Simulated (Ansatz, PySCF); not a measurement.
Gas-phase reaction 4 R1 → 3 P1, each structure at its B3LYP-D3(BJ)/def2-SVP stationary point, reached from a drawn start (curvature not checked).
R1, C6H6 (SMILES c1ccccc1) (charge 0, multiplicity 1):
| atom | x (Å) | y (Å) | z (Å) |
|---|---|---|---|
| C | 0.0000 | 1.3983 | 0.0000 |
| C | 1.2109 | 0.6991 | 0.0000 |
| C | 1.2109 | -0.6991 | 0.0000 |
| C | 0.0000 | -1.3983 | 0.0000 |
| C | -1.2109 | -0.6991 | 0.0000 |
| C | -1.2109 | 0.6991 | 0.0000 |
| H | 0.0000 | 2.4911 | 0.0000 |
| H | 2.1574 | 1.2456 | 0.0000 |
| H | 2.1574 | -1.2456 | 0.0000 |
| H | 0.0000 | -2.4911 | 0.0000 |
| H | -2.1574 | -1.2456 | 0.0000 |
| H | -2.1574 | 1.2456 | 0.0000 |
P1: C8H8 (SMILES C12C3C4C1C1C2C3C41), charge 0, multiplicity 1.

P less R. No zero-point or thermal terms.

Run with Ansatz (a first-principles code); PySCF for the D3/D4 terms. All values are computed, each at the level named.

Q: What is the computed reaction energy (PBE/def2-TZVPP)?

A: 1490 kJ/mol

Q: Estimate the reaction energy that B3LYP-D4/def2-TZVPP returns for this input.

A: 1698 kJ/mol

Q: What reaction energy does B3LYP/def2-TZVPP give?

A: 1729 kJ/mol
